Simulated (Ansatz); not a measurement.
The inner images of a band of BClF$_{2}$H$_{4}$OSi (10 atoms, charge 0, multiplicity 1) are given out of order.

Computed with Ansatz 0.2.0, RKS PBE0/cc-pVDZ.

Image 0:

```xyz
10
Properties=species:S:1:pos:R:3
B -0.066 -0.124 0.244
Cl -0.153 0.480 1.973
F 0.923 0.426 -0.497
F -1.282 -0.226 -0.394
O 0.334 -1.713 0.411
Si -0.776 -2.920 -0.253
H -0.118 -4.204 0.129
H -2.110 -2.784 0.386
H -0.766 -2.694 -1.718
H 0.674 -1.865 1.307
```

Image 8:

```xyz
10
Properties=species:S:1:pos:R:3
B -0.469 -0.144 -0.511
Cl 1.541 -1.299 2.882
F 0.066 1.003 -0.122
F -1.243 -0.148 -1.599
O -0.230 -1.278 0.183
Si -0.852 -2.847 -0.195
H -0.288 -3.731 0.861
H -2.343 -2.794 -0.137
H -0.376 -3.233 -1.556
H 0.854 -1.153 1.783
```

Put them in order from the first end to the last, with their energies above the first end.
A.
```xyz
10
Properties=species:S:1:pos:R:3
B -0.260 -0.207 -0.591
Cl 0.828 -1.019 3.146
F 0.457 0.871 -0.309
F -1.229 -0.103 -1.503
O -0.007 -1.373 0.044
Si -0.808 -2.881 -0.219
H 0.059 -3.889 0.450
H -2.160 -2.814 0.406
H -0.899 -3.123 -1.688
H 0.680 -1.085 1.853
```
B.
```xyz
10
Properties=species:S:1:pos:R:3
B -0.025 -0.356 -0.297
Cl 0.114 -0.056 2.551
F 0.950 0.516 -0.501
F -1.286 0.027 -0.505
O 0.267 -1.646 0.031
Si -0.756 -2.989 -0.302
H 0.028 -4.187 0.111
H -2.024 -2.879 0.478
H -1.010 -2.970 -1.771
H 0.402 -1.083 1.794
```
C.
```xyz
10
Properties=species:S:1:pos:R:3
B -0.018 -0.255 -0.009
Cl 0.069 0.038 2.183
F 0.980 0.470 -0.511
F -1.275 -0.002 -0.406
O 0.281 -1.669 0.269
Si -0.746 -2.980 -0.254
H 0.003 -4.206 0.137
H -2.053 -2.882 0.456
H -0.894 -2.854 -1.730
H 0.313 -1.283 1.454
```
D.
```xyz
10
Properties=species:S:1:pos:R:3
B -0.035 -0.117 0.178
Cl -0.028 0.271 2.033
F 0.979 0.457 -0.501
F -1.266 -0.045 -0.404
O 0.299 -1.692 0.344
Si -0.755 -2.980 -0.249
H -0.020 -4.217 0.140
H -2.068 -2.873 0.440
H -0.840 -2.806 -1.720
H 0.395 -1.621 1.328
```
E.
```xyz
10
Properties=species:S:1:pos:R:3
B -0.154 -0.270 -0.556
Cl 0.473 -0.665 3.115
F 0.682 0.741 -0.368
F -1.256 -0.054 -1.278
O 0.117 -1.480 -0.018
Si -0.792 -2.927 -0.255
H 0.080 -4.013 0.272
H -2.066 -2.828 0.514
H -1.049 -3.097 -1.715
H 0.627 -1.032 1.877
```
F.
```xyz
10
Properties=species:S:1:pos:R:3
B -0.072 -0.330 -0.462
Cl 0.210 -0.294 2.927
F 0.860 0.611 -0.433
F -1.287 -0.003 -0.907
O 0.217 -1.586 -0.052
Si -0.777 -2.971 -0.301
H 0.051 -4.121 0.158
H -2.024 -2.842 0.508
H -1.084 -3.068 -1.759
H 0.566 -1.018 1.909
```
G.
```xyz
10
Properties=species:S:1:pos:R:3
B -0.375 -0.165 -0.567
Cl 1.201 -1.219 3.050
F 0.237 0.959 -0.226
F -1.233 -0.137 -1.590
O -0.129 -1.306 0.114
Si -0.826 -2.856 -0.203
H -0.062 -3.791 0.666
H -2.270 -2.810 0.168
H -0.646 -3.173 -1.649
H 0.764 -1.127 1.825
```

D (+13.1 kJ/mol), C (+66.3 kJ/mol), B (+4.2 kJ/mol), F (-9.7 kJ/mol), E (-14.3 kJ/mol), A (-16.9 kJ/mol), G (-18.2 kJ/mol).

Run time: 4.7 min on 4 threads of Arm Neoverse V2 (shared host), peak memory 0.28 GiB.
